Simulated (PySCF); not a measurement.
**Ni (nickel, neutral) across methods**

[Ar] 3d8 4s1 5s1, high-spin 5F determinant (an excited configuration). Computed with PySCF 2.14 in aug-cc-pVDZ-DK (7s6p4d2f, 59 functions), with scalar relativity by spin-free X2C-1e.

```json
{"method": "BHandHLYP", "E (hartree)": "-1520.312", "mean ε 3d β (eV)": "-18.042", "mean ε 4s α (eV)": "-11.455", "mean ε 5s α (eV)": "-2.027", "Σ⟨r²⟩ (bohr²)": "93.13", "⟨S²⟩": "6.001"}
{"method": "PBE0", "E (hartree)": "-1520.116", "mean ε 3d β (eV)": "-15.465", "mean ε 4s α (eV)": "-10.747", "mean ε 5s α (eV)": "-1.981", "Σ⟨r²⟩ (bohr²)": "92.35", "⟨S²⟩": "6.000"}
{"method": "PBE", "E (hartree)": "-1520.106", "mean ε 3d β (eV)": "-12.910", "mean ε 4s α (eV)": "-9.957", "mean ε 5s α (eV)": "-1.716", "Σ⟨r²⟩ (bohr²)": "91.08", "⟨S²⟩": "6.000"}
{"method": "MN15", "E (hartree)": "-1521.252", "mean ε 3d β (eV)": "-16.203", "mean ε 4s α (eV)": "-11.035", "mean ε 5s α (eV)": "-1.623", "Σ⟨r²⟩ (bohr²)": "87.10", "⟨S²⟩": "6.001"}
{"method": "LDA", "E (hartree)": "-1517.554", "mean ε 3d β (eV)": "-12.981", "mean ε 4s α (eV)": "-10.189", "mean ε 5s α (eV)": "-1.698", "Σ⟨r²⟩ (bohr²)": "88.96", "⟨S²⟩": "6.000"}
{"method": "r2SCAN0", "E (hartree)": "-1520.285", "mean ε 3d β (eV)": "-15.823", "mean ε 4s α (eV)": "-10.977", "mean ε 5s α (eV)": "-1.910", "Σ⟨r²⟩ (bohr²)": "91.93", "⟨S²⟩": "6.001"}
{"method": "revPBE", "E (hartree)": "-1520.264", "mean ε 3d β (eV)": "-12.888", "mean ε 4s α (eV)": "-9.887", "mean ε 5s α (eV)": "-1.726", "Σ⟨r²⟩ (bohr²)": "92.21", "⟨S²⟩": "6.000"}
{"method": "UHF", "E (hartree)": "-1518.92614", "mean ε 3d β (eV)": "-22.307", "mean ε 4s α (eV)": "-12.624", "mean ε 5s α (eV)": "-2.497", "Σ⟨r²⟩ (bohr²)": "96.11", "⟨S²⟩": "6.002"}
{"method": "r2SCAN", "E (hartree)": "-1520.324", "mean ε 3d β (eV)": "-13.366", "mean ε 4s α (eV)": "-10.229", "mean ε 5s α (eV)": "-1.670", "Σ⟨r²⟩ (bohr²)": "91.85", "⟨S²⟩": "6.001"}
```

The outer electron is Rydberg-like, and this basis confines it to a smaller radius and binds it less than a complete one would.
